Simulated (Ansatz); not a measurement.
One change: `[OH][Al]([SH])[CH2]F` becomes `[OH][Al]([SH])[Cl]`.

Ansatz, PBE0-D4/def2-TZVP geometries, multiplicity 1. Each molecule was computed in one conformer, which needn't be the lowest.

```csv
property,`[OH][Al]([SH])[CH2]F`
size of the dipole moment (B3LYP/def2-TZVPP) / D,2.10
size of the dipole moment (ωB97M-V/def2-TZVPP) / D,2.10
LUMO energy (B3LYP/def2-TZVPP) / eV,-0.72
size of the dipole moment (PBE/def2-TZVPP) / D,1.91
HOMO–LUMO gap (PBE/def2-TZVPP) / eV,5.36
LUMO energy (PBE/def2-TZVPP) / eV,-1.23
```

Give the same properties after the change, and the shifts. (An estimate is asked.)

Computed: 
```tsv
property	`[OH][Al]([SH])[Cl]`	shift
size of the dipole moment (B3LYP/def2-TZVPP) / D	0.96	-1.14
size of the dipole moment (ωB97M-V/def2-TZVPP) / D	1.00	-1.10
LUMO energy (B3LYP/def2-TZVPP) / eV	-1.01	-0.29
size of the dipole moment (PBE/def2-TZVPP) / D	0.89	-1.02
HOMO–LUMO gap (PBE/def2-TZVPP) / eV	5.17	-0.19
LUMO energy (PBE/def2-TZVPP) / eV	-1.57	-0.34
```

With PBE0 the HOMO falls by 0.12 eV and the LUMO falls by 0.31 eV, so the gap narrows by about 0.19 eV. PBE moves the HOMO by -0.15 eV and ωB97M-V by -0.11 eV. The zero-point energy changes by -71.3 kJ/mol with -9 modes. Dipoles are sizes alone; their direction can turn.

B3LYP here is the variant with VWN-RPA as its local correlation; programs differ in this.
